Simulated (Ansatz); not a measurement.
Single points on the cluster Cu2H2.

```yaml
crystal:
  periodic: [false, false, false]
  atoms:
    - {symbol: Cu, position_ang: [0.382688, -0.055251, -0.487751]}
    - {symbol: Cu, position_ang: [-1.148009, 0.103264, 1.341220]}
    - {symbol: H, position_ang: [0.479393, -0.710033, -1.860499]}
    - {symbol: H, position_ang: [0.285927, 0.662020, 1.007030]}
basis:
  gaussian: {orbitals: def2-TZVP, initial_orbitals: start.molden}
hamiltonian: {xc: pbe}
correlation: {method: rpa, frozen_orbitals: {Cu: 9, H: 0}}
scf: {omitted_lower_state_checks: [starts]}
```

The file start.molden holds the orbitals of an earlier run on this structure, at another level or in another basis.

```sh
$ ansatz run in.yaml --threads 4 --pin off --events-out ev --progress --plain --max-ram 3916MiB
```

Shortened log:

```
Functional definition: PBE
1042 factors; integrals over basis functions are off by at most 8.7e-4 eV
mean field evaluation 1: about -89300.4631 eV, gradient 1.0e1 eV
mean field evaluation 2: about -89300.6702 eV, gradient 6.3e-1 eV
mean field evaluation 4: about -89300.6703 eV, gradient 6.6e-3 eV
mean field evaluation 8: about -89300.6703 eV, gradient 2.6e-6 eV
mean field -89300.67029307 eV, -3281.7391031020 hartree, gradient 2.6e-6 eV, S^2 0.000000; 0 other end points of the search recorded, 0 dependent functions left out
18 core orbitals not correlated: weight in the atoms' cores, before any rotation towards them, 1.000 or more for the frozen orbitals, at most 0.000 for the correlated occupied ones
reference -89222.84685737 eV, -3278.8791445906 hartree; 12, 12 occupied and 72, 72 virtual orbitals, 1042 factors
Total energy: -89253.85548753 eV, -3280.0186907305 hartree
Checks for a lower state left out: starts
```

It took 1.6 s on 4 threads of Arm Neoverse V1 on a shared host.

As the first input, with `gaussian: {orbitals: def2-TZVPP, initial_orbitals: start.molden}`, `correlation: {method: ccsd_t, frozen_orbitals: {Cu: 9, H: 0}}`, `output: {orbitals: {seedname: orbitals}}` and without the key `hamiltonian` (abridged; 17 s):

```
Functional definition: HF
mean field -89225.57329613 eV, -3278.9793393671 hartree, gradient 1.7e-6 eV, S^2 0.000000
18 core orbitals not correlated: weight in the atoms' cores, before any rotation towards them, 1.000 or more for the frozen orbitals, at most 0.000 for the correlated occupied ones
second order -29.27667346 eV of doubles, -0.00000000 eV of singles
cycle   1  -23.54018250 eV  change     5.7e0 eV  update   2.8e-1
cycle   2  -25.32536024 eV  change    -1.8e0 eV  update   2.1e-1
cycle   3  -25.64631891 eV  change   -3.2e-1 eV  update   5.5e-2
cycle   4  -25.68801123 eV  change   -4.2e-2 eV  update   3.0e-2
cycle   5  -25.61312316 eV  change    7.5e-2 eV  update   1.6e-2
cycle   6  -25.59980547 eV  change    1.3e-2 eV  update   7.1e-3
cycle   7  -25.61418197 eV  change   -1.4e-2 eV  update   4.5e-3
cycle   8  -25.61758364 eV  change   -3.4e-3 eV  update   2.4e-3
cycle   9  -25.61498074 eV  change    2.6e-3 eV  update   1.6e-3
cycle  10  -25.61453369 eV  change    4.5e-4 eV  update   9.2e-4
cycle  11  -25.61764532 eV  change   -3.1e-3 eV  update   6.2e-4
cycle  12  -25.61658940 eV  change    1.1e-3 eV  update   4.0e-4
cycle  13  -25.61561390 eV  change    9.8e-4 eV  update   2.3e-4
cycle  14  -25.61621517 eV  change   -6.0e-4 eV  update   1.3e-4
cycle  15  -25.61610045 eV  change    1.1e-4 eV  update   8.0e-5
cycle  16  -25.61596582 eV  change    1.3e-4 eV  update   3.2e-5
cycle  17  -25.61606023 eV  change   -9.4e-5 eV  update   1.8e-5
cycle  18  -25.61610824 eV  change   -4.8e-5 eV  update   1.3e-5
cycle  19  -25.61607442 eV  change    3.4e-5 eV  update   5.3e-6
cycle  20  -25.61606152 eV  change    1.3e-5 eV  update   3.6e-6
perturbative correction -1.21679695 eV, -0.0447164631 hartree
Total energy: -89252.40615460 eV, -3279.9654287278 hartree
Checks for a lower state left out: starts
```

First input, but with `gaussian: {orbitals: def2-TZVPD, initial_orbitals: start.molden}`, `hamiltonian: {xc: r2scan, dispersion: d4}`, `output: {orbitals: {seedname: orbitals}}` and without the key `correlation` (abridged; 2.1 s):

```
Functional definition: r2SCAN
mean field -89313.14940640 eV, -3282.1977020580 hartree, gradient 1.6e-5 eV, S^2 0.000000
Total energy: -89313.16209050 eV, -3282.1981681904 hartree
Checks for a lower state left out: starts
```

The first input with `hamiltonian: {xc: {name: r2SCAN0}, dispersion: d4}`, `output: {orbitals: {seedname: orbitals}}` and without the key `correlation` (abridged; 2.3 s):

```
Functional definition: r2SCAN0
mean field -89310.00097550 eV, -3282.0819993565 hartree, gradient 1.8e-5 eV, S^2 0.000000
Total energy: -89310.01684398 eV, -3282.0825825127 hartree
Checks for a lower state left out: starts
```

First input, but with `gaussian: {orbitals: def2-TZVPD, initial_orbitals: start.molden}`, `hamiltonian: {xc: pbe, dispersion: d4}`, `output: {orbitals: {seedname: orbitals}}` and without the key `correlation` (abridged; 0.95 s):

```
Functional definition: PBE
mean field -89300.72626839 eV, -3281.7411601572 hartree, gradient 1.0e-5 eV, S^2 0.000000
Total energy: -89300.78833316 eV, -3281.7434409952 hartree
Checks for a lower state left out: starts
```

The first input with `hamiltonian: {xc: {name: LC-wPBE, parameters: {omega: 0.15/bohr}}}`, `output: {orbitals: {seedname: orbitals}}` and without the key `correlation` (abridged; 1 s):

```
Functional definition: LC-wPBE
mean field -89301.48068129 eV, -3281.7688843197 hartree, gradient 1.3e-5 eV, S^2 0.000000
Total energy: -89301.48068134 eV, -3281.7688843215 hartree
Checks for a lower state left out: starts
```

The first input with `gaussian: {orbitals: def2-SVP, initial_orbitals: start.molden}`, `hamiltonian: {xc: pbe, dispersion: d4}`, `output: {orbitals: {seedname: orbitals}}` and without the key `correlation` (abridged; 0.7 s):

```
Functional definition: PBE
mean field -89286.68147364 eV, -3281.2250234699 hartree, gradient 1.2e-5 eV, S^2 0.000000
Total energy: -89286.74354625 eV, -3281.2273045961 hartree
Checks for a lower state left out: starts
```

Geometry: PBE0-D4/def2-TZVP.

Correlated methods freeze 18 core orbitals. The structure comes from a short search, and lower isomers may exist.
